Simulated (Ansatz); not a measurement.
`N[Si](O)(Cl)Br` and `CC[Si](N)(O)Cl` differ in one atom or group.

Ansatz, PBE0-D4/def2-TZVP geometries, multiplicity 1. Each molecule was computed in one conformer, which needn't be the lowest.

Scalar relativity is left out up to krypton.

```json
{"property": "HOMO energy (B3LYP/def2-TZVPP) / eV", "`N[Si](O)(Cl)Br`": "-7.78"}
{"property": "size of the dipole moment (ωB97M-V/def2-TZVPP) / D", "`N[Si](O)(Cl)Br`": "2.94"}
{"property": "HOMO energy (PBE0/def2-TZVPP) / eV", "`N[Si](O)(Cl)Br`": "-8.05"}
{"property": "LUMO energy (ωB97M-V/def2-TZVPP) / eV", "`N[Si](O)(Cl)Br`": "1.83"}
{"property": "HOMO–LUMO gap (ωB97M-V/def2-TZVPP) / eV", "`N[Si](O)(Cl)Br`": "12.16"}
{"property": "size of the dipole moment (PBE/def2-TZVPP) / D", "`N[Si](O)(Cl)Br`": "2.89"}
```

(1) What does the change do to each property? (An estimate is asked.)

Results:

(1) Computed: 
```csv
property,`CC[Si](N)(O)Cl`,shift
HOMO energy (B3LYP/def2-TZVPP) / eV,-7.50,0.28
size of the dipole moment (ωB97M-V/def2-TZVPP) / D,0.93,-2.01
HOMO energy (PBE0/def2-TZVPP) / eV,-7.76,0.29
LUMO energy (ωB97M-V/def2-TZVPP) / eV,2.12,0.29
HOMO–LUMO gap (ωB97M-V/def2-TZVPP) / eV,12.24,0.08
size of the dipole moment (PBE/def2-TZVPP) / D,0.97,-1.92
```

With PBE0 the HOMO rises by 0.29 eV and the LUMO rises by 0.47 eV, so the gap widens by about 0.18 eV. PBE moves the HOMO by 0.34 eV and ωB97M-V by 0.21 eV. The zero-point energy changes by 168.9 kJ/mol with +18 modes. Dipoles are sizes alone; their direction can turn.

B3LYP here is the variant with VWN-RPA as its local correlation; programs differ in this.

Spin–orbit coupling is left out; it splits and shifts lone-pair levels of the heavy atoms by tenths of an eV.
